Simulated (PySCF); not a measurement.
# SnO⁺, CCSD: how much the basis matters

PySCF, UHF reference; doublet, unpaired electrons π ↑; De to Sn⁺ + O without counterpoise correction. Frozen cores follow the default of each basis and core potential.

```json
{"basis": "x2c-SVPall", "relativity": "spin-free X2C", "functions": "50", "Re (Å)": "2.007", "ωe (cm⁻¹)": "644", "De (eV)": "2.52", "frozen orbitals": "19"}
{"basis": "aug-cc-pVDZ-PP/aug-cc-pVDZ", "relativity": "scalar-relativistic core potentials", "functions": "55", "Re (Å)": "2.003", "ωe (cm⁻¹)": "636", "De (eV)": "2.78", "frozen orbitals": "5"}
{"basis": "def2-TZVPPD", "relativity": "scalar-relativistic core potentials", "functions": "96", "Re (Å)": "1.966", "ωe (cm⁻¹)": "660", "De (eV)": "2.91", "frozen orbitals": "5"}
```

**Question.** How does each smaller set differ from the one with most functions, def2-TZVPPD?

**Answer.** x2c-SVPall: +4.1 pm, -2.4 % in ωe, -0.39 eV in De; aug-cc-pVDZ-PP/aug-cc-pVDZ: +3.7 pm, -3.6 % in ωe, -0.13 eV in De. All at CCSD; the set with most functions is neither the basis-set limit nor always the best. The rows treat relativity differently, so the differences are not basis effects alone.

Correlated steps freeze the inner cores (5 to 19 orbitals); shallow outer-core shells are correlated. Correlated levels converge slowly with the basis: in double zeta they bind strong bonds too weakly, by up to about 1 eV, and carry superposition errors of some tenths. These are scalar-relativistic numbers at best; spin–orbit coupling would shift them, the dissociation energy most. For an ion De counts to the pair picked by the measured ionisation energies or electron affinities, which need not be the lowest pair at this level. The state is the lowest determinant that a PBE0 search found; another state may lie lower at other levels.
